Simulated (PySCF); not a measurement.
## Sb⁺ (antimony, charge +1) across methods

[Kr] 4d10 5s2 5p1 5d1, one real determinant (an excited configuration). Calculation: PySCF 2.14, in aug-cc-pVTZ-PP with one added diffuse shell each of d, f type with ECP28MDF (6s5p5d3f, 67 functions); a scalar-relativistic core potential. The B2PLYP total includes its PT2 part (frozen core); its orbital energies are those of the SCF part.

```json
{"method": "r2SCAN", "E (hartree)": "-239.6352", "mean ε 5s β (eV)": "-22.678", "mean ε 5p α (eV)": "-14.839", "mean ε 5d α (eV)": "-5.536", "Σ⟨r²⟩ (bohr²)": "58.27", "⟨S²⟩": "2.003"}
{"method": "B2PLYP", "E (hartree)": "-239.2789", "mean ε 5s β (eV)": "-24.425", "mean ε 5p α (eV)": "-16.636", "mean ε 5d α (eV)": "-6.123", "Σ⟨r²⟩ (bohr²)": "60.64", "⟨S²⟩": "2.003"}
{"method": "LDA", "E (hartree)": "-239.1745", "mean ε 5s β (eV)": "-22.940", "mean ε 5p α (eV)": "-14.563", "mean ε 5d α (eV)": "-5.492", "Σ⟨r²⟩ (bohr²)": "58.19", "⟨S²⟩": "2.000"}
{"method": "BLYP", "E (hartree)": "-239.5246", "mean ε 5s β (eV)": "-22.586", "mean ε 5p α (eV)": "-14.240", "mean ε 5d α (eV)": "-5.420", "Σ⟨r²⟩ (bohr²)": "58.77", "⟨S²⟩": "2.001"}
{"method": "PBE", "E (hartree)": "-239.5566", "mean ε 5s β (eV)": "-22.469", "mean ε 5p α (eV)": "-14.456", "mean ε 5d α (eV)": "-5.586", "Σ⟨r²⟩ (bohr²)": "58.29", "⟨S²⟩": "2.001"}
{"method": "wB97M-V", "E (hartree)": "-239.5129", "mean ε 5s β (eV)": "-25.829", "mean ε 5p α (eV)": "-17.748", "mean ε 5d α (eV)": "-7.010", "Σ⟨r²⟩ (bohr²)": "59.36", "⟨S²⟩": "2.002"}
{"method": "UHF", "E (hartree)": "-238.61570", "mean ε 5s β (eV)": "-25.521", "mean ε 5p α (eV)": "-18.635", "mean ε 5d α (eV)": "-6.605", "Σ⟨r²⟩ (bohr²)": "63.30", "⟨S²⟩": "2.008"}
{"method": "BHandHLYP", "E (hartree)": "-239.4904", "mean ε 5s β (eV)": "-24.588", "mean ε 5p α (eV)": "-16.598", "mean ε 5d α (eV)": "-6.122", "Σ⟨r²⟩ (bohr²)": "60.16", "⟨S²⟩": "2.002"}
{"method": "PBE0", "E (hartree)": "-239.5591", "mean ε 5s β (eV)": "-23.477", "mean ε 5p α (eV)": "-15.634", "mean ε 5d α (eV)": "-5.961", "Σ⟨r²⟩ (bohr²)": "58.89", "⟨S²⟩": "2.002"}
```

⟨L²⟩ = 8.01 against 12 for a pure F term, so this real determinant mixes terms. Energies and moments cover only the electrons outside the core potential. The outer electron is Rydberg-like, and this basis confines it to a smaller radius and binds it less than a complete one would.
